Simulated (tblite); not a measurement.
C7H14Si.
SMILES with atom numbers: `[CH3:1][CH2:2][CH2:3][CH2:4][CH2:5][C:6]#[C:7][SiH3:8]` (hydrogens: H9, H10, H11 on C1; H12, H13 on C2; H14, H15 on C3; H16, H17 on C4; H18, H19 on C5; H20, H21, H22 on Si8)

Computed with GFN2-xTB (tblite), gas phase: L-BFGS steps from a force-field or distance-geometry start until the largest atomic force falls under 0.01 eV/Å.

Step 5: E = -647.6374 eV
```
atom  x, y, z in Å  |  force x, y, z in eV/Å
C1     -3.3533   -0.5587    0.2794   -0.077  -0.007  -0.018
C2     -2.1431   -0.3713    1.1797    0.086  -0.007   0.070
C3     -0.8410   -0.7419    0.4734    0.017   0.014  -0.079
C4      0.3706   -0.5543    1.3802   -0.007   0.004   0.080
C5      1.6915   -0.9624    0.7135    0.003   0.002  -0.028
C6      2.0778   -0.0734   -0.3719    0.023   0.146  -0.142
C7      2.4002    0.6799   -1.2624   -0.081  -0.150   0.178
Si8     2.8923    1.8264   -2.6289    0.028  -0.019   0.024
H9     -3.4348   -1.5955   -0.0373   -0.011  -0.027  -0.014
H10    -3.2725    0.0637   -0.6083    0.010   0.016  -0.014
H11    -4.2654   -0.2882    0.8071   -0.006  -0.004  -0.015
H12    -2.2586   -0.9888    2.0745    0.008  -0.015  -0.011
H13    -2.0907    0.6683    1.5076    0.006   0.051  -0.005
H14    -0.8908   -1.7830    0.1479   -0.016  -0.059   0.009
H15    -0.7267   -0.1283   -0.4230    0.034   0.038   0.005
H16     0.2325   -1.1573    2.2840    0.043  -0.004  -0.056
H17     0.4344    0.4889    1.6929    0.003   0.072  -0.013
H18     1.6033   -1.9855    0.3346   -0.005   0.020  -0.093
H19     2.4817   -0.9668    1.4718    0.047   0.083  -0.056
H20     3.7379    2.9065   -2.1114   -0.003  -0.028   0.101
H21     1.7034    2.4171   -3.2460   -0.107  -0.026   0.042
H22     3.6409    1.1000   -3.6581    0.003  -0.100   0.036
```

Step 6: E = -647.6397 eV
```
atom  x, y, z in Å  |  force x, y, z in eV/Å
C1     -3.3543   -0.5585    0.2795   -0.044  -0.012  -0.012
C2     -2.1429   -0.3716    1.1800    0.068   0.006   0.044
C3     -0.8410   -0.7411    0.4734    0.022  -0.005  -0.063
C4      0.3708   -0.5539    1.3798    0.001   0.019   0.061
C5      1.6914   -0.9600    0.7120    0.004  -0.017  -0.014
C6      2.0779   -0.0728   -0.3731   -0.022   0.081  -0.048
C7      2.3994    0.6800   -1.2622   -0.053  -0.088   0.103
Si8     2.8916    1.8242   -2.6266    0.022   0.000  -0.001
H9     -3.4350   -1.5952   -0.0377   -0.014  -0.031  -0.013
H10    -3.2717    0.0634   -0.6085    0.003   0.019  -0.008
H11    -4.2666   -0.2885    0.8069   -0.001   0.000  -0.017
H12    -2.2574   -0.9898    2.0741    0.005  -0.009  -0.004
H13    -2.0895    0.6682    1.5060   -0.003   0.053   0.011
H14    -0.8913   -1.7823    0.1495   -0.012  -0.070  -0.007
H15    -0.7243   -0.1276   -0.4217    0.022   0.047  -0.019
H16     0.2335   -1.1582    2.2820    0.044  -0.005  -0.033
H17     0.4346    0.4896    1.6909    0.000   0.074   0.004
H18     1.6030   -1.9818    0.3312   -0.002  -0.006  -0.086
H19     2.4836   -0.9633    1.4682    0.041   0.071  -0.043
H20     3.7355    2.9024   -2.1087    0.023   0.005   0.113
H21     1.7033    2.4140   -3.2421   -0.128  -0.013   0.027
H22     3.6389    1.0980   -3.6537    0.024  -0.118   0.005
```

Problem. Estimate the geometry and energy of step 7. (The exact step hangs on the optimiser's Hessian estimate; all steps are aligned on step 6, rigid shifts and turns removed.)

Solution. E = -647.6431 eV, largest force 0.139 eV/Å
```
atom  x, y, z in Å  |  force x, y, z in eV/Å
C1     -3.3559   -0.5585    0.2795    0.026  -0.014   0.000
C2     -2.1416   -0.3718    1.1807    0.012   0.023  -0.015
C3     -0.8402   -0.7404    0.4724    0.020  -0.025  -0.014
C4      0.3713   -0.5526    1.3800    0.015   0.033   0.004
C5      1.6913   -0.9570    0.7097    0.003  -0.035   0.008
C6      2.0768   -0.0714   -0.3742   -0.091  -0.033   0.100
C7      2.3976    0.6796   -1.2614    0.005   0.039  -0.048
Si8     2.8911    1.8211   -2.6231   -0.004   0.031  -0.043
H9     -3.4356   -1.5954   -0.0386   -0.014  -0.017  -0.005
H10    -3.2706    0.0634   -0.6089   -0.008   0.012   0.010
H11    -4.2686   -0.2889    0.8065    0.009   0.003  -0.018
H12    -2.2556   -0.9917    2.0736    0.006   0.007  -0.002
H13    -2.0877    0.6694    1.5039   -0.012   0.029   0.025
H14    -0.8924   -1.7827    0.1516    0.002  -0.052  -0.025
H15    -0.7203   -0.1252   -0.4205    0.005   0.039  -0.042
H16     0.2360   -1.1598    2.2788    0.037  -0.001   0.010
H17     0.4350    0.4922    1.6881   -0.006   0.047   0.023
H18     1.6025   -1.9765    0.3243    0.003  -0.031  -0.059
H19     2.4872   -0.9565    1.4618    0.027   0.041  -0.025
H20     3.7326    2.8967   -2.1020    0.047   0.036   0.118
H21     1.7001    2.4091   -3.2358   -0.119  -0.009   0.020
H22     3.6367    1.0922   -3.6472    0.041  -0.124  -0.020
```

The energy changes by -0.0034 eV. The first-order estimate −F·Δx gives -0.0048 eV and the mean of the old and new forces, exact on a quadratic surface, -0.0034 eV. The step makes an angle of 56° with the force vector and moves no atom by more than 0.010 Å.

What follows is the cost of the whole relaxation. The run took 0.64 s wall on one thread of an Arm Neoverse V1, shared host with 32 logical CPUs at a one-minute load of 28.
